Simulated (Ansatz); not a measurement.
`C=C[Si](O)(O)[SiH3]` + SiH₄ → `C=C[Si](O)([SiH3])[SiH3]` + H₂O  (formal exchange of groups at the Si–O bond)

Gas-phase electronic energies from Ansatz, PBE0-D4/def2-TZVP geometries. CCSD(T)/CBS is the MP2 limit (def2-TZVPP, def2-QZVPP) plus CCSD(T) − MP2 in def2-TZVPP, frozen cores. This one scheme is used for every species. Functionals use def2-TZVPP. B3LYP here is the variant with VWN-RPA as its local correlation; programs differ in this. Each species was taken in one conformer, which may not be the lowest.

`C=C[Si](O)(O)[SiH3]`:

Z-matrix (Å, degrees):
```
Si
C 1 1.853
O 1 1.650 2 111.3
O 1 1.650 2 104.3 3 -121.5
Si 1 2.345 2 113.6 3 116.7
C 2 1.331 1 123.3 3 128.8
H 2 1.090 1 118.3 3 -52.1
H 3 0.960 1 116.8 2 -49.1
H 4 0.958 1 117.3 2 -174.7
H 5 1.491 1 110.7 2 178.3
H 5 1.488 1 111.2 2 -61.2
H 5 1.489 1 110.1 2 59.0
H 6 1.087 2 122.2 1 179.6
H 6 1.086 2 121.2 1 -0.5
```

SiH₄:

Cartesian coordinates in Å:
```
Si 0.000 0.000 0.000
H 1.153 0.772 -0.528
H 0.494 -1.083 0.887
H -0.758 -0.593 -1.131
H -0.889 0.905 0.771
```

`C=C[Si](O)([SiH3])[SiH3]`:

Cartesian coordinates in Å:
```
C 1.490 1.322 1.769
C 0.676 1.256 0.717
Si 0.006 -0.349 0.052
O 0.459 -1.621 1.018
Si 0.902 -0.770 -2.071
Si -2.335 -0.159 -0.079
H 1.870 2.265 2.149
H 1.817 0.426 2.289
H 0.387 2.184 0.225
H 0.027 -1.696 1.870
H 2.379 -0.943 -2.004
H 0.600 0.394 -2.951
H 0.297 -1.986 -2.678
H -2.706 1.101 -0.783
H -2.938 -1.304 -0.814
H -2.928 -0.120 1.289
```

H₂O:

Z-matrix (Å, degrees):
```
O
H 1 0.960
H 1 0.960 2 105.1
```

```
             level  ΔE (kcal/mol)  difference from CCSD(T)/CBS
            PBE-D4           21.9                         -4.7
         r2SCAN-D4           26.5                         -0.1
           PBE0-D4           23.3                         -3.3
          B3LYP-D4           27.0                          0.4
           ωB97X-V           27.7                          1.1
           ωB97M-V           28.8                          2.2
            B2PLYP           29.2                          2.6
               PBE           23.1                         -3.5
            r2SCAN           26.9                          0.3
              PBE0           24.5                         -2.1
             B3LYP           28.9                          2.3
     HF/def2-TZVPP           34.0                          7.4
    MP2/def2-TZVPP           28.5                          1.9
SCS-MP2/def2-TZVPP           29.8                          3.2
   CCSD/def2-TZVPP           28.5                          1.9
CCSD(T)/def2-TZVPP           27.6                          1.0
     HF/def2-QZVPP           34.2                          7.6
    MP2/def2-QZVPP           28.0                          1.4
SCS-MP2/def2-QZVPP           29.3                          2.7
      HF/CBS(def2)           34.2                          7.6
     MP2/CBS(def2)           27.5                          0.9
    CCSD/CBS(def2)           27.5                          0.9
       CCSD(T)/CBS           26.6                            0
```

Largest T1 diagnostic among the species: 0.013.

In def2-TZVPP, CCSD(T) changes the Hartree–Fock value by −6.4 kcal/mol (the triples alone add −0.9 kcal/mol) and MP2 by −5.5 kcal/mol. The D4 term adds −1.9 kcal/mol with B3LYP and −1.2 kcal/mol with PBE0; it sums over pairs of atoms, weighted by their polarisabilities, and B3LYP, whose exchange is more repulsive, gets the larger term.
